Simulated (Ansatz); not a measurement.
All numbers were calculated with Ansatz.

A structure relaxed at PBE0-D4/def2-TZVP, charge 0, multiplicity 1:

| atom | x (Å) | y (Å) | z (Å) |
| --- | --- | --- | --- |
| C1 | 1.1747 | 0.5655 | -1.7655 |
| O2 | 1.2726 | 0.7552 | -0.3700 |
| Si3 | 1.1111 | -0.5041 | 0.6900 |
| N4 | -0.4998 | -1.1010 | 0.7014 |
| Si5 | -1.8881 | -0.1101 | 0.9867 |
| O6 | -1.3874 | 1.4512 | 0.9645 |
| H7 | 1.3311 | 1.5280 | -2.2548 |
| H8 | 1.9364 | -0.1348 | -2.1256 |
| H9 | 0.1881 | 0.1830 | -2.0520 |
| H10 | 1.5011 | 0.0893 | 1.9852 |
| H11 | 1.9946 | -1.6317 | 0.2886 |
| H12 | -0.6483 | -2.0308 | 0.3391 |
| H13 | -2.9013 | -0.4251 | -0.0596 |
| H14 | -2.5065 | -0.3093 | 2.3194 |
| H15 | -0.6783 | 1.6746 | 0.3527 |

(1) Give its formula and SMILES.

(2) Point group (tolerance 0.08 Å, 0.16 Å for H)?

(3) Summarise the bond lengths by kind.

## Answers

(1) CH9NO2Si2, `CO[SiH2]N[SiH2]O`.

(2) C1.

(3) 1 × C–O 1.412 Å; 3 × C–H 1.091 to 1.096 Å; 2 × O–Si 1.640 to 1.654 Å; 2 × N–Si 1.718 to 1.729 Å; 4 × H–Si 1.477 to 1.490 Å; 1 × H–N 1.009 Å; 1 × H–O 0.963 Å.
